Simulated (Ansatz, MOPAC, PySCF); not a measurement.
System: SbI2, charge 0, multiplicity 2. SMILES: [I][Sb][I]
Geometry from a B3LYP-D3(BJ)/def2-TZVP (Ansatz, an electronic-structure program) optimisation:
```xyz
3

Sb    -0.6115    -0.4885     0.8728
I     -1.0121     1.8900    -0.4090
I      1.6006    -1.4200    -0.4309
```
Charge 0, spin multiplicity 2.

Property: vertical ionisation energy to the singlet, in eV. Terms: def2 sets with scalar-relativistic core potentials past Kr; no spin-orbit coupling; no dispersion term unless named; STO-3G and 3-21G all-electron and non-relativistic; each state is the SCF solution reached for its charge and spin; open shells spin-unrestricted; PM7 with its own dispersion and hydrogen-bond terms; LANL2DZ with its own core potentials from Na on; frozen cores in correlated levels (noble-gas shells and the d and f shells of earlier blocks). Ab initio and DFT rows: single points at B3LYP-D3(BJ) geometries (Ansatz). Semi-empirical rows: differences of heats of formation at the shared geometry for vertical values.

```tsv
level	program	vertical ionisation energy to the singlet (eV)
AM1	MOPAC	8.71
PM6	MOPAC	8.73
PM7	MOPAC	8.46
MNDO	MOPAC	9.64
HF/LANL2DZ	Ansatz	8.62
PBE/LANL2DZ	Ansatz	8.06
B3LYP/STO-3G	Ansatz	5.99
B3LYP/3-21G	Ansatz	7.97
B3LYP/LANL2DZ	Ansatz	8.32
M06-2X/LANL2DZ	PySCF	8.44
MP2/LANL2DZ	Ansatz	7.85
PBE0/def2-TZVPD	Ansatz	7.97
wB97X-V/def2-TZVPD	Ansatz	8.15
```

No value to compare with is used here. The 11 habitual levels span 5.99 (B3LYP/STO-3G) to 9.64 eV (MNDO); wB97X-V/def2-TZVPD gives 8.15.

The levels are drawn from those run, B3LYP/6-31G* more often than the rest, none by its result; runs whose electronic state is in doubt are left out.
